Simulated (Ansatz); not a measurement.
Calculated with Ansatz (gas phase, PBE0-D4/def2-TZVP geometries, no zero-point term in ΔE). CCSD(T)/CBS adds triple-zeta CCSD(T) − MP2 to the extrapolated MP2 energy (def2 sets, frozen cores). DFT in def2-TZVPP. B3LYP here is the variant with VWN-RPA as its local correlation; programs differ in this. def2 core potentials past Kr. For Br, Hf outer-core shells are correlated without core-valence functions, which leaves a few kJ/mol of doubt a bond. Scalar relativity is left out up to krypton. Each species was taken in one conformer, which may not be the lowest.

Reaction (ligand exchange at the Hf–O bond): `[CH3][Hf]([Cl])([Br])[O][SiH3]` + `CNC` → `C[N](C)[Hf]([CH3])([Cl])[Br]` + `O[SiH3]`

`[CH3][Hf]([Cl])([Br])[O][SiH3]`:

```xyz
12

C     0.625   -1.848    1.065
Hf    0.689   -0.713   -0.808
Cl    2.950   -0.240   -1.215
Br   -0.430   -2.124   -2.550
O    -0.303    0.873   -0.434
Si   -1.154    2.250   -0.133
H    -0.407   -2.086    1.350
H     1.170   -2.794    0.963
H     1.079   -1.287    1.889
H    -2.484    1.888    0.416
H    -0.412    3.074    0.853
H    -1.322    3.007   -1.398
```

`CNC`:

Cartesian coordinates in Å:
```
C 0.276 0.964 -0.674
N 0.658 -0.267 -0.022
C -0.396 -0.813 0.802
H 1.082 1.306 -1.327
H 0.111 1.740 0.080
H -0.647 0.887 -1.274
H 0.941 -0.948 -0.713
H -0.597 -0.132 1.635
H -0.080 -1.768 1.226
H -1.349 -0.969 0.267
```

`C[N](C)[Hf]([CH3])([Cl])[Br]`:

Cartesian coordinates in Å:
```
C -0.156 0.743 -1.504
N 0.109 -0.434 -0.703
C 1.034 -1.351 -1.324
Hf -0.839 -0.535 1.047
C -0.059 1.209 2.144
Cl -0.204 -2.473 2.220
Br -3.304 -0.119 0.719
H 0.760 1.322 -1.680
H -0.589 0.475 -2.477
H -0.872 1.407 -1.007
H 1.206 -2.220 -0.685
H 2.004 -0.870 -1.509
H 0.650 -1.710 -2.288
H -0.162 2.144 1.582
H -0.584 1.337 3.098
H 1.006 1.075 2.367
```

`O[SiH3]`:

```xyz
6

O     0.108    1.273   -0.095
Si   -0.181   -0.348   -0.049
H     0.931    1.592    0.277
H     0.855   -1.113   -0.796
H    -1.504   -0.542   -0.684
H    -0.210   -0.862    1.348
```

| level | ΔE (eV) |
| --- | --- |
| B2PLYP | 0.95 |
| B3LYP | 1.01 |
| CAM-B3LYP | 1.03 |
| HF/def2-SVP | 1.24 |

Task: What does CCSD(T)/CBS give? (Estimate.)

Result: The calculation gave: +0.87 eV. The listed levels differ from it by 0.08, 0.14, 0.16, 0.37 eV.

Largest T1 diagnostic among the species: 0.013.

In def2-TZVPP, CCSD(T) changes the Hartree–Fock value by −0.33 eV (the triples alone add −0.05 eV) and MP2 by −0.39 eV. Leaving LDA and LC-ωPBE aside and taking each functional with its dispersion term where it has one, the values, not all of them listed here, spread over 0.17 eV, from revPBE-D4 to BHLYP-D4. LDA lies −0.11 eV from PBE without D4.
